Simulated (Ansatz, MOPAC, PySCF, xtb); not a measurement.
Dimer: H3NSe (SMILES N[SeH]) (first 5 atoms) with H2O (SMILES O); geometry from B3LYP-D3(BJ)/def2-TZVP.
(charge 0, multiplicity 1):
```xyz
8

N     -1.07292     0.40476     0.50212
Se     0.39156    -0.45012    -0.29184
H     -1.14491     1.36279     0.18173
H     -1.93319    -0.08622     0.29239
H     -0.03129    -0.39510    -1.71329
O     -0.20334     0.36879     3.33455
H     -0.57862     0.39415     2.43657
H     -0.30254    -0.54208     3.62689
```

Monomers are frozen at their geometry in the pair; levels with a basis set take the counterpoise correction. Rows marked so take none.

Correlated levels freeze the cores. Filled d and f shells under p-block atoms count as core. Rows in 6-31G* carry no dispersion term and start afresh at each structure (6-31G* with six Cartesian d functions); the Pople sets are all-electron and without relativity. The state that AM1, PM6, PM7 reach isn't checked; PM7 holds dispersion and hydrogen-bond terms.

Codes used: Ansatz (Gaussian orbitals); MOPAC for AM1, PM6, PM7 (differences of heats of formation); PySCF for 6-31G* rows, the dispersion terms; xtb for the GFN methods. 

```json
[
 {"level": "AM1", "interaction energy (meV)": "-5.7"},
 {"level": "PM6", "interaction energy (meV)": "-108.4"},
 {"level": "PM7", "interaction energy (meV)": "-288.0"},
 {"level": "GFN1-xTB", "interaction energy (meV)": "-253.4"},
 {"level": "HF/6-31G*", "interaction energy (meV)": "-150.3"},
 {"level": "SVWN5/def2-TZVPPD", "interaction energy (meV)": "-365.0"},
 {"level": "BP86/6-31G* (no counterpoise)", "interaction energy (meV)": "?"},
 {"level": "CAM-B3LYP-D3(BJ)/def2-TZVPPD", "interaction energy (meV)": "-251.3"},
 {"level": "CCSD(T)/aug-cc-pVDZ", "interaction energy (meV)": "?"}
]
```

Problem. Fill in the missing entries.

Solution. 
- BP86/6-31G* (no counterpoise), interaction energy (meV): -278.8
- CCSD(T)/aug-cc-pVDZ, interaction energy (meV): -189.7

Ansatz is an electronic-structure program.
